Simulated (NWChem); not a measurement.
System: GeSe, singlet; SMILES [Ge]=[Se]

The following NWChem deck was run.

```
start job
memory heap 200 mb stack 900 mb global 1100 mb
geometry units angstroms noautosym nocenter noautoz
  Ge     0.000000     0.000000    -1.102786
  Se     0.000000     0.000000     1.037551
end
basis spherical
  * library def2-svpd
end
dft
  xc bhlyp
  iterations 150
end
property
  response 1 0.0
end
task dft property
```

Low-valent species are run as closed-shell singlets; no triplet was tried in these runs. Structure relaxed at the PBE0-D3(BJ)/def2-TZVP level.

Static field.

### Question
Give the results of this calculation. (BHandHLYP/def2-SVPD.) Quantities: isotropic polarisability (bohr³); anisotropy (bohr³).

### Answer
- isotropic polarisability (bohr³): 60.1
- anisotropy (bohr³): 36.1
